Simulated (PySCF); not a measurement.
C4H7FO, SMILES CCO/C=C\F.

Geometry optimised at B3LYP-D3(BJ)/def2-SVP. The structure was generated by enumeration; whether it is a known compound was not checked. Other conformers were not sampled.

Level of theory: TDA-PBE/def2-SVPD run with PySCF 2.14.0.

Vertical excitations. Gas-phase values at a fixed geometry. State labels are in the subgroup Cs.

Computed UV-visible absorptions:
| state | symmetry | energy (eV) | λ (nm) | f | main pairs |
|---|---|---|---|---|---|
| S1 | A" | 5.27 | 235 | 0.019 | HOMO→LUMO+1 99 % |
| S2 | A" | 5.80 | 214 | 0.004 | HOMO→LUMO+2 99 % |
| S3 | A" | 6.29 | 197 | 0.001 | HOMO→LUMO+3 98 % |
| S4 | A" | 6.74 | 184 | 0.002 | HOMO→LUMO+4 97 % |
| S5 | A' | 6.75 | 184 | 0.075 | HOMO→LUMO+5 64 %, HOMO→LUMO 32 % |
| S6 | A" | 6.93 | 179 | 0.002 | HOMO→LUMO+6 99 % |
| S7 | A' | 7.18 | 173 | 0.266 | HOMO→LUMO 43 %, HOMO→LUMO+5 33 %, HOMO−2→LUMO 14 % |
| S8 | A" | 7.32 | 169 | 0.008 | HOMO→LUMO+7 99 % |
| S9 | A" | 7.65 | 162 | 0.005 | HOMO→LUMO+8 98 % |
| S10 | A" | 7.78 | 159 | 0.000 | HOMO−1→LUMO 99 % |
| T1 | A' | 4.35 | 285 | 0 | HOMO→LUMO 98 % |
| T2 | A" | 5.08 | 244 | 0 | HOMO→LUMO+1 99 % |
| T3 | A" | 5.73 | 217 | 0 | HOMO→LUMO+2 99 % |
| T4 | A" | 6.17 | 201 | 0 | HOMO→LUMO+3 96 % |
Triplets are in the Tamm–Dancoff approximation.
